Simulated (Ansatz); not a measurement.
Process, species as SMILES: [S]=[Ge] (S-Ge) (closed-shell singlet) → Ge atom + S atom
B3LYP-D3(BJ)/def2-TZVP geometries, fixed; electronic energies without zero-point terms.

The atomisation energy at CCSD(T) with Ansatz (a quantum-chemistry and plane-wave program), in kcal/mol, split into its Hartree-Fock and correlation parts. Cores are frozen (with 3d on Ga to Br). Open shells are unrestricted. No added dispersion term, no relativity. Functions are those of the species that has most.

| basis | X | functions | Hartree-Fock | CCSD(T) |
|---|---|---|---|---|
| cc-pV(D+d)Z | 2 | 50 | 72.38 | 116.64 |
| cc-pV(T+d)Z | 3 | 82 | 74.55 | 125.20 |
| cc-pV(Q+d)Z | 4 | 132 | 74.81 | 129.49 |
| cc-pV(5+d)Z | 5 | 204 | 74.83 | 131.08 |

Worked estimate of the basis-set limit from each neighbouring pair, with Hartree-Fock from the larger set and the correlation part extrapolated as X^-3.
Correlation parts: X = 2: 44.26, X = 3: 50.65, X = 4: 54.68, X = 5: 56.25.
- (2,3): (27·(50.65) - 8·(44.26))/19 = 53.34; with Hartree-Fock 74.55 the estimate is 127.89 kcal/mol.
- (3,4): (64·(54.68) - 27·(50.65))/37 = 57.62; with Hartree-Fock 74.81 the estimate is 132.43 kcal/mol.
- (4,5): (125·(56.25) - 64·(54.68))/61 = 57.90; with Hartree-Fock 74.83 the estimate is 132.73 kcal/mol.
The last two estimates differ by 0.30 kcal/mol; the largest set lies 1.65 from the last. Over the last step Hartree-Fock moves by 0.02 and the correlation part by 1.57.
